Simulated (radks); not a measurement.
Spherical quantum dot in the effective-mass picture: electrons in a parabolic well V = omega^2 r^2 / 2 with omega = 0.172, all in effective atomic units (hartree* = m*/eps^2 hartree, bohr* = eps/m* bohr), one dielectric constant everywhere. Calculated with a radial shooting solver with Libxc functionals: non-relativistic Kohn-Sham, PBE, spin-polarised, spherical densities. Levels are named by radial order and angular momentum (1s, 1p, 1d, 2s, ...), and open shells are averaged over m.

N = 4, configuration 1s2 1p(up 2, down 0). This is the lowest configuration that the search found. Occupied and some empty levels:

level    occupation  eigenvalue (hartree*)  <r> (bohr*)
1s up             1                 1.0112        3.689
1s down           1                 1.0406        3.473
1p up             2                 1.1064        4.405
1p down           0                 1.1475        4.371
1d up             0                 1.2244        4.982
1d down           0                 1.2670        5.034
2s up             0                 1.2754        4.416
2s down           0                 1.2904        4.475
1f up             0                 1.3566        5.501
1f down           0                 1.3964        5.587

Energy (hartree*): total 2.66230, kinetic 0.46192, external 1.0576, Hartree 1.7940, exchange-correlation -0.65127.

Electron density:

r (bohr*)  n(r) (e/bohr*^3)
0.594              0.008943
1.23               0.009064
1.87               0.009064
2.51               0.008686
3.14               0.007729
3.78               0.006200
4.42               0.004356
5.06               0.002606
5.69               0.001301
6.33              0.0005535
6.97              0.0002036
7.61             0.00006429
8.24             0.00001732
